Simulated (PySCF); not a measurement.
# Spinor energies of La²⁶⁺ (lanthanum, charge +26)

Start: [Ar] 3d10 4s2 4p1; 4p1/2 filled at m_j = +1/2. Calculated with PySCF 2.14 in an uncontracted even-tempered set (17 s from 2.1 bohr⁻², ratio 2.8; 13 p from 2.7 bohr⁻², ratio 2.8; 8 d from 4.8 bohr⁻², ratio 2.8; 4 f from 13 bohr⁻², ratio 3): generalised Hartree-Fock with the X2C-1e Hamiltonian and a Gaussian nucleus; one run each with spin-orbit coupling (SO) switched off, then screened by Boettger's factors.

| spinor shell | electrons | ε, spin-free (eV) | ε, screened SO (eV) | weight of nominal j (screened SO) | rms radius, screened SO (bohr) |
| --- | --- | --- | --- | --- | --- |
| 1s1/2 | 2 | -39976.2 | -39970.3 | 1.000 | 0.0286 |
| 2s1/2 | 2 | -7170.6 | -7168.3 | 1.000 | 0.116 |
| 2p1/2 | 2 | -6509.2 | -6798.8 | 1.000 | 0.0999 |
| 2p3/2 | 4 | -6509.2 | -6379.7 | 1.000 | 0.106 |
| 3s1/2 | 2 | -2186.3 | -2185.1 | 1.000 | 0.299 |
| 3p1/2 | 2 | -1968.3 | -2028.4 | 1.000 | 0.291 |
| 3p3/2 | 4 | -1968.3 | -1940.3 | 1.000 | 0.303 |
| 3d3/2 | 4 | -1664.1 | -1674.4 | 1.000 | 0.273 |
| 4s1/2 | 2 | -955.24 | -954.78 | 0.999 | 0.646 |
| 4p1/2 | 1 | -886.02 | -902.75 | 1.000 | 0.649 |

Problem. Where does 3d5/2 lie, and what is the 3d spin-orbit splitting (screened SO)?

Solution. At -1655.6 eV, 18.834 eV above 3d3/2.

| quantity | spin-free | screened SO |
| --- | --- | --- |
| E (hartree) | -8159.43614 | -8163.39195 |
| M_J | 1/2 | 1/2 |
| ⟨J²⟩ | 1.093 | 0.752 |
| ⟨L²⟩ | 2.008 | 2.024 |
| ⟨S²⟩ | 0.753 | 0.770 |

Each row is a mean over spinors that exchange with the open shell spreads, by up to 4.432 eV (3p1/2).

Breit and QED terms are absent; they matter most for the inner s and p1/2 levels.

Densities and radii are taken from the X2C orbitals without a picture-change correction, which distorts them close to the nucleus.

Without spin-orbit coupling the j labels of p, d and f shells carry no meaning; the spin-free column gives the mean over the occupied spinors of each nl shell, and its ⟨J²⟩ belongs to a mixture of degenerate components.
